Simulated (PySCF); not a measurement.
Species: C7H4FN.
Cartesian coordinates in Å at the PBE0-D3(BJ)/def2-SVP level; atoms count from 1:
```
atom  x, y, z in Å
N1     3.613   -0.238    0.159
C2     2.464   -0.084    0.127
C3     1.046    0.113    0.087
C4     0.521    1.412    0.037
C5    -0.858    1.593    0.000
C6    -1.718    0.497    0.012
C7    -1.177   -0.784    0.062
F8    -1.993   -1.832    0.074
C9     0.192   -1.000    0.100
H10    1.198    2.268    0.028
H11   -1.272    2.602   -0.039
H12   -2.802    0.616   -0.016
H13    0.584   -2.016    0.139
```

The closed-shell ground state was solved at several levels (PySCF, density fitting, gas phase, non-relativistic).

```tsv
level	basis functions	HOMO (eV)	LUMO (eV)	gap (eV)	dipole (D)
B3LYP/pcJ-1	283	-7.68	-2.05	5.63	4.00
HF/pcSseg-1	173	-10.01	1.56	11.57	4.21
PBE0/pcSseg-1	173	-7.93	-1.90	6.03	4.00
```

**Question.** Estimate the row for PBE0/def2-SVPD, a basis of 215 functions; the other rows only guide the guess.

**Answer.** HOMO -7.94 eV, LUMO -1.93 eV, gap 6.01 eV, dipole 4.05 D.

**Question.** Over all these levels, which gives the widest orbital gap and which the narrowest?

**Answer.** HF/pcSseg-1 (Hartree–Fock, all exact exchange) has the widest, 11.57 eV, and B3LYP/pcJ-1 (global hybrid, 20 % exact exchange) the narrowest, 5.63 eV. Functional and basis both differ between the two, so the spread mixes both effects. The HOMO need not be the same orbital at Hartree–Fock and at DFT levels.

**Question.** How far do the dipole and the HOMO energy spread over the levels?

**Answer.** The dipole runs from 4.00 to 4.21 D (mean 4.07 D) and the HOMO from -10.01 to -7.68 eV.
